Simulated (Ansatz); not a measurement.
Ansatz (a first-principles code) input:

Ansatz 0.2 input:
```yaml
crystal:
  periodic: [false, false, false]
  atoms:
    - {symbol: O, position_ang: [-0.00000000, -0.00000000, -0.11564266]}
    - {symbol: H, position_ang: [0.00000000, 0.00000000, 0.92514126]}
basis:
  gaussian:
    orbitals: def2-TZVP
hamiltonian:
  xc: b3lyp
  dispersion: d3bj
total_charge: 1
magnetization: {spin_polarized: true, initial_magnetization: 2}
phonons: {temperatures: {t_min: 298.15, t_max: 298.15, t_step: 100}}
```

Q: Predict the final energy.

A: -75.28371 Eh (B3LYP-D3(BJ)/def2-TZVP). The basis has 37 functions.
